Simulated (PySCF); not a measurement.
A PySCF script (with the pyscf-properties extension) for the NMR shieldings of `C1CC(BC[SiH2]C=C)C1`, C7H15BSi, on a GFN2-xTB geometry:

```python
import basis_set_exchange as bse
import numpy as np
from pyscf import gto, dft
from pyscf.prop import nmr

atoms = """
C     4.590151   -0.325958    0.159921
C     3.281433   -0.358115    0.358467
Si    2.068102    0.952892   -0.238629
C     0.713238    0.137511   -1.326597
B    -0.192448   -0.758293   -0.441671
C    -1.449998   -0.177647    0.313513
C    -2.726755   -1.051772    0.391929
C    -3.523241    0.051205   -0.318695
C    -2.288204    0.962184   -0.310215
H     5.061243    0.487522   -0.368090
H     5.254934   -1.101633    0.509975
H     2.868216   -1.204928    0.894948
H     2.783366    1.947027   -1.053540
H     1.462944    1.624274    0.922480
H     0.182470    0.959550   -1.804647
H     1.233288   -0.416433   -2.107870
H     0.094229   -1.883381   -0.257159
H    -1.102401    0.095466    1.316745
H    -2.665968   -1.991992   -0.153225
H    -3.068556   -1.261263    1.404301
H    -4.378455    0.430335    0.238628
H    -3.856677   -0.224470   -1.317771
H    -1.961717    1.287167   -1.296671
H    -2.390930    1.840516    0.324895
"""
names = dict.fromkeys(["C", "Si", "B", "H"], "pcSseg-1")
basis = {el: gto.basis.parse(bse.get_basis(n, elements=[el], fmt="nwchem")) for el, n in names.items()}
mol = gto.M(atom=atoms, basis=basis, charge=0, verbose=0)
mf = dft.RKS(mol, xc="PBE0")
mf.grids.level = 2
mf.grids.alignment = dft.numint.BLKSIZE   # the property module wants whole blocks of grid points
mf.conv_tol = 1e-9
mf.kernel()

calc = nmr.RKS(mf)   # GIAO
C = mf.mo_coeff
Co = C[:, mf.mo_occ > 0]
resp = mf.gen_response(singlet=True, hermi=2)
def vind(x):   # induced exchange potential for any number of trial vectors
    d = np.einsum("pi,xij,qj->xpq", C, 2 * x.reshape(-1, C.shape[1], Co.shape[1]), Co, optimize=True)
    return np.einsum("xpq,pi,qj->xij", resp(d - d.transpose(0, 2, 1)), C, Co, optimize=True).ravel()
mo1, _ = nmr.rhf.solve_mo1(calc, with_cphf=vind)
sigma = calc.kernel(mo1)
for i, s in enumerate(sigma):   # ppm
    w = np.linalg.eigvalsh((s + s.T) / 2)
    print("%2d %-2s iso %8.1f  s11 %8.1f  s22 %8.1f  s33 %8.1f" % (i, mol.atom_pure_symbol(i), w.mean(), *w))
```

Problem. Give the expected output.

Solution. 
```
 0 C  iso     44.5  s11    -80.1  s22     51.8  s33    161.9
 1 C  iso     44.2  s11    -76.4  s22     32.3  s33    176.6
 2 Si iso    389.8  s11    353.6  s22    388.9  s33    427.0
 3 C  iso    165.7  s11    133.6  s22    172.3  s33    191.1
 4 B  iso     13.7  s11    -63.9  s22    -11.8  s33    116.8
 5 C  iso    152.0  s11    143.3  s22    145.5  s33    167.2
 6 C  iso    161.2  s11    137.6  s22    163.1  s33    182.7
 7 C  iso    167.5  s11    156.2  s22    164.8  s33    181.5
 8 C  iso    161.0  s11    142.6  s22    157.0  s33    183.4
 9 H  iso     25.5  s11     21.7  s22     25.0  s33     29.8
10 H  iso     25.4  s11     22.0  s22     24.7  s33     29.4
11 H  iso     25.3  s11     22.4  s22     24.6  s33     29.1
12 H  iso     27.1  s11     23.8  s22     25.9  s33     31.8
13 H  iso     27.4  s11     23.8  s22     27.3  s33     31.1
14 H  iso     30.1  s11     25.6  s22     29.6  s33     35.0
15 H  iso     30.0  s11     26.6  s22     28.1  s33     35.4
16 H  iso     23.9  s11     17.8  s22     25.6  s33     28.3
17 H  iso     29.4  s11     26.1  s22     28.7  s33     33.4
18 H  iso     29.4  s11     26.1  s22     27.5  s33     34.7
19 H  iso     29.0  s11     25.9  s22     26.8  s33     34.4
20 H  iso     29.6  s11     26.3  s22     26.9  s33     35.7
21 H  iso     29.8  s11     26.7  s22     27.4  s33     35.4
22 H  iso     29.5  s11     25.6  s22     29.1  s33     33.8
23 H  iso     29.1  s11     25.9  s22     27.8  s33     33.7
```

These numbers come from an equivalent density-fitted implementation of the same equations, which agrees with the script to about 0.01 ppm for H and up to a few tenths of a ppm for heavy atoms, so last digits may differ.

Size and cost of the density-fitted run: 235 basis functions, 54 s wall time on 1 thread of an Arm Neoverse V2, shared host; peak memory 1.1 GiB.
